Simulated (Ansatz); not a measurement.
Al2B2⁻. The state is a doublet with charge -1. Geometry PBE0-D4/def2-TZVP, that of the neutral singlet; atoms count from 1.

```
atom    x (Å)    y (Å)    z (Å)
  B1   0.6113   0.5943  -0.3630
  B2  -0.5520  -0.2576  -0.6984
 Al3  -1.0822   1.1283   0.8865
 Al4   1.0229  -1.4650   0.1748
```

The structure comes from a short search, and lower isomers may exist.

(1) Estimate the Mulliken populations from the PBE0/def2-TZVPD orbitals of Ansatz.

(2) Where does the spin sit?

(3) And the Mayer bond orders between heavy atoms (over 0.3)?

Results:

(1) 
```csv
atom,charge (e),spin (α − β)
B1,-0.07,0.55
B2,-0.07,0.55
Al3,-0.43,-0.05
Al4,-0.44,-0.05
```
Mulliken values depend strongly on the basis. With diffuse functions, as here, like atoms can get unlike values, and bond orders can come out too low or too high.

(2) Summed by element: B 1.10, Al -0.10, of 1 unpaired in all. Largest on single atoms: B2 0.55, B1 0.55, Al3 -0.05.

(3) B1–B2 1.13 (1.48 Å); B1–Al3 0.53 (2.17 Å); B1–Al4 0.53 (2.17 Å); B2–Al3 0.53 (2.17 Å); B2–Al4 0.53 (2.17 Å).
